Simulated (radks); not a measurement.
Results of a calculation; reference values are marked as such.
Valence configurations of the zinc ion Zn+ (all share [Ar]). Code: a radial shooting solver on a logarithmic mesh with Libxc functionals. Model: Dirac Kohn-Sham, PBE, spin-unpolarised, spherical densities, finite nucleus; open shells fill j = l - 1/2 first; Fermi nuclear charge, rms radius 3.9283 fm. Energies are relative to 3d10 4s1; eigenvalues in eV.

\begin{tabular}{lrrrrr}
valence & E (eV) & e(3d3/2) & e(3d5/2) & e(4p1/2) & e(4s1/2) \\ \hline
3d10 4s1 & 0.000 & -19.975 & -19.616 & - & -13.997 \\
3d10 4s0.5 4p0.5 & 3.092 & -20.856 & -20.496 & -8.315 & -14.550 \\
3d9 4s2 & 7.858 & -26.531 & -26.144 & - & -15.890 \\
3d10 4p1 & 6.234 & -21.705 & -21.345 & -8.742 & - \\
3d9.5 4s1.5 & 3.349 & -23.124 & -22.751 & - & -14.933 \\
3d9 4s1 4p1 & 14.759 & -28.202 & -27.814 & -9.889 & -16.881 \\
3d8 4s1 4p2 & 36.135 & -37.145 & -36.726 & -11.768 & -19.584 \\
3d8 4s2 4p1 & 28.393 & -35.635 & -35.217 & -11.076 & -18.742 \\
3d9.5 4s1 4p0.5 & 6.607 & -23.991 & -23.618 & -8.898 & -15.463 \\
3d8.5 4s1.5 4p1 & 20.883 & -31.810 & -31.407 & -10.480 & -17.808 \\
\end{tabular}

NIST lists [Ar] 3d10 4s1 as the ground configuration; this level of theory agrees among the configurations tried. The energies are those of spherical spin-averaged densities, not of single terms.
